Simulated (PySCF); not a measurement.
**BeN: a composite coupled-cluster calculation**

State: ⁴Σ⁻, quartet, unpaired electrons σ ↑, π ↑↑. De refers to Be + N. ROHF-based CCSD(T) in PySCF 2.14 with Be cc-pVTZ, N cc-pVTZ and Be cc-pVQZ, N cc-pVQZ (frozen core orbitals: 2; no relativity). Correlation energies are extrapolated as n⁻³ (n = 3, 4), Hartree–Fock as (n+1)·exp(−9√n). CV is the change on freezing 0 orbitals instead, in Be cc-pCVTZ, N cc-pwCVTZ. SR is the spin-free X2C energy in Be cc-pVTZ-DK, N cc-pVTZ-DK less the non-relativistic one in Be cc-pVTZ, N cc-pVTZ.

| Level | Re (Å) | ωe (cm⁻¹) | ωexe (cm⁻¹) | αe (cm⁻¹) | De (eV) |
| --- | --- | --- | --- | --- | --- |
| CCSD(T)/TZ | 1.6130 | 927.2 | 10.2 | 0.0173 | 1.359 |
| CCSD(T)/QZ | 1.6060 | 936.5 | 10.0 | 0.0173 | 1.484 |
| HF/CBS | 1.5789 | 1024.7 | 7.61 | 0.0148 | 1.005 |
| MP2/CBS | 1.5938 | 979.1 | 8.27 | 0.0156 | 1.836 |
| CCSD/CBS | 1.5971 | 959.9 | 9.50 | 0.0168 | 1.450 |
| CCSD(T)/CBS | 1.6028 | 943.0 | 9.89 | 0.0172 | 1.557 |
| CCSD(T)/CBS+CV | 1.5982 | 948.5 | 9.90 | 0.0173 | 1.576 |
| CCSD(T)/CBS+CV+SR | 1.5981 | 947.8 | 9.94 | 0.0173 | 1.570 |

How much is left between CCSD(T)/QZ and the basis-set limit, and how much do the triples give at the limit?

CCSD(T)/CBS less CCSD(T)/QZ: -3.2 mÅ in Re, +6.5 cm⁻¹ in ωe and +0.073 eV in De. CCSD(T)/CBS less CCSD/CBS: +5.7 mÅ in Re, -16.9 cm⁻¹ in ωe and +0.107 eV in De.

What do the later terms add?

CV: -4.6 mÅ in Re, +5.5 cm⁻¹ in ωe and +0.019 eV in De; SR: -0.1 mÅ in Re, -0.7 cm⁻¹ in ωe and -0.006 eV in De, each against the row above.

The T1 diagnostic is 0.025. The state was picked by a PBE0 search and need not be the measured ground state. Spin–orbit coupling, excitations beyond (T) and corrections to the Born–Oppenheimer picture are left out.

The whole job (state search and all basis sets along the bond) took about 7.6 min on 4 threads of Arm Neoverse V1 (shared host), peak memory 7.8 GiB.
